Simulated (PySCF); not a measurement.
3-methylidenefuran (C5H6O), SMILES C=C1C=COC1. Geometry: PBE-D3(BJ)/def2-SVP. Other conformers were not sampled.

Method: PBE-D3(BJ)/def2-SVP in PySCF.

Harmonic wavenumbers (cm⁻¹): 127, 346, 361, 539, 621, 663, 771, 797, 822, 866, 878, 918, 955, 964, 1039, 1145, 1161, 1228, 1285, 1326, 1390, 1409, 1595, 1660, 2977, 3027, 3085, 3164, 3183, 3195. Rotational constants (GHz): 8.086, 3.520, 2.492; symmetry number 1.

Work out the zero-point energy and the ideal-gas rigid-rotor harmonic-oscillator thermochemistry at 298.15 K and 1 atm.

ZPE = ½ Σ hcν = ½ × 41496 cm⁻¹ = 59.32 kcal/mol. H − E(el) = 63.26 kcal/mol. Entropy in cal/(mol K): translation 39.13, rotation 25.92, vibration 8.25, total 73.30. G − E(el) = 41.41 kcal/mol. Cp = 22.04 cal/(mol K). Modes under 150 cm⁻¹ make the vibrational entropy uncertain.
